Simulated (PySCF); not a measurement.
## How methods differ on the ionisation energy of Sn⁺

Sn⁺ [Kr] 4d10 5s2 5p1 (2P) → Sn²⁺ [Kr] 4d10 5s2 (1S), as a difference of total energies. Computed with PySCF 2.14 in aug-cc-pVTZ-PP with one added diffuse shell each of d, f type with ECP28MDF (6s5p5d3f, 67 functions), with a scalar-relativistic core potential. Correlated levels: valence: 4s2 4p6 4d10 frozen. The calculations carry no spin-orbit coupling.

```
           method  ionisation energy (eV)
              UHF                  13.747
              LDA                  14.399
              PBE                  14.218
           r2SCAN                  14.378
        CAM-B3LYP                  14.362
            wB97X                  14.140
             MN15                  14.279
    MP2 (valence)                  13.954
SCS-MP2 (valence)                  13.943
```

Estimate what PBE0 gives.

14.257 eV, closest to MN15 among the rows shown.

Estimate what BHandHLYP gives.

14.213 eV, closest to PBE among the rows shown.

Errors of the correlated levels include the incompleteness of this basis and the frozen core.

For comparison: 14.282 eV (measured; NIST levels, between the centres of gravity of the two terms).
